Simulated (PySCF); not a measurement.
Compound: [MoS(CN)4]-, C4MoN4S (charge -1 and doublet state).
Structure used (PBE0-D3(BJ)/def2-SVP), in Å, numbered top down from 1:
```xyz
10
C4MoN4S angstrom
Mo     0.0007   -0.0036    0.5143
S      0.0046   -0.0136    2.5918
C      1.9695   -0.0018   -0.2021
N      3.0725   -0.0004   -0.5806
C      0.0029    1.9689   -0.1919
N      0.0042    3.0726   -0.5687
C     -1.9713    0.0055   -0.1930
N     -3.0768    0.0117   -0.5643
C     -0.0027   -1.9701   -0.2078
N     -0.0036   -3.0692   -0.5975
```

Method: PBE0-D3(BJ)/def2-SVP geometry optimisation, gas phase, def2 core potentials past Kr (PySCF 2.14.0).

Q: Which atoms are bound to Mo1, and at what distances?

A: 5 atoms: S2 2.078 Å, C9 2.095 Å, C3 2.095 Å, C7 2.095 Å, C5 2.095 Å. The nearest atom not counted as bound is N10, at 3.26 Å (others tie with it).

Q: List the angles at Mo1.

A: 
```
    angle  degrees  distance of the outer atoms (Å)
C3–Mo1–C7    140.3                             3.94
C5–Mo1–C9    140.1                             3.94
S2–Mo1–C5    110.0                             3.42
S2–Mo1–C3    109.9                             3.42
S2–Mo1–C9    109.9                             3.42
S2–Mo1–C7    109.8                             3.41
C7–Mo1–C9     83.5                             2.79
C3–Mo1–C9     83.4                             2.79
C5–Mo1–C7     83.3                             2.78
C3–Mo1–C5     83.3                             2.78
```

Q: What is the shape at Mo1?

A: Square pyramidal: τ5 = (β − α)/60° = 0.00 from the two widest angles, 140.3° and 140.1° (0 for a square pyramid, 1 for a trigonal bipyramid).

Q: What are the other bond lengths?

A: C3–N4 and 3 like bonds 1.166 Å.

Q: Give some angles away from the centre.

A: Mo1–C3–N4 178.9°.

Q: What are the rotational constants (commonest isotopes, rigid rotor)?

A: A = 867.2, B = 865.9, C = 706.7 MHz: an oblate symmetric top.

Point group: C4v (every atom within 0.08 Å of its image). Charge -1, doublet. ⟨S²⟩ = 0.770 (exact for a doublet: 0.75). The geometry's basis has no diffuse functions, a weakness for an anion. PBE0-D3(BJ)/def2-SVP frequencies: not computed here.

For an open-shell metal species like this, the optimisation's SCF solution wasn't tested for stability and no frequencies at its level were run, so a lower state or another shape may exist.
